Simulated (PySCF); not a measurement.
A GIAO shielding run with PySCF 2.14.0 with density-fitted response routines (density fitting, non-relativistic, gas phase) on SMILES CC(C)(C)C(N)=O, C₅H₁₁NO:

```
$ OMP_NUM_THREADS=1 python probes_run.py task.json out

{"job": {"kind": "nmr", "xc": "PBE0", "basis": "pcSseg-1"}, "charge": 0, "multiplicity": 1}
C     -0.058699     0.278342     1.504255
C     -0.263289     0.023666     0.006751
C     -1.687165    -0.479009    -0.233477
C     -0.036517     1.312790    -0.791128
C      0.715044    -1.058299    -0.471181
N      2.026199    -0.754595    -0.319661
O      0.366295    -2.112627    -0.951299
H      0.921243     0.701267     1.714771
H     -0.811268     0.977952     1.862140
H     -0.159897    -0.649262     2.063058
H     -2.412409     0.262478     0.092897
H     -1.855488    -1.403335     0.312381
H     -1.839636    -0.683661    -1.289727
H      0.944907     1.742252    -0.599941
H     -0.125793     1.118541    -1.857791
H     -0.786933     2.050548    -0.513797
H      2.710172    -1.430681    -0.615532
H      2.344475     0.109952     0.075627
```

Hardware: 1 thread of an Intel Xeon, shared host. The job also computes population analyses, field gradients.

Q: How large is the calculation?

A: 56 electrons, 174 basis functions and 894 auxiliary functions.

Q: How long does it take, and how much memory does it need?

A: 24 s of wall time, with 14 SCF cycles and 5 response iterations; peak memory 1.1 GiB. Times on a shared host scatter by some tens of per cent.
